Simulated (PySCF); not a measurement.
C3H3, SMILES C#C[CH2] (connectivity only; charge and spin as stated), charge +1, multiplicity 1. Geometry optimised at PBE0-D3(BJ)/def2-TZVP. The spin state was assumed, not searched. The isomer is the one that the SMILES or the coordinates give; other isomers of the formula were not compared.

PySCF with TDA-B3LYP/def2-SVPD puts the lowest singlet excitations at 2.28, 5.84, 7.04, 7.86, 8.34, 8.60 eV.

Problem. What are the lowest excitation roots from ADC(2)/aug-cc-pVDZ (PySCF)? (An estimate is asked for; the answer gives what the named calculation found.)

Solution. 2.53, 5.20, 7.74, 8.28, 8.89, 9.21 eV. S1 differs by 0.26 eV (second minus first; roots are paired by order, and the bases may differ).
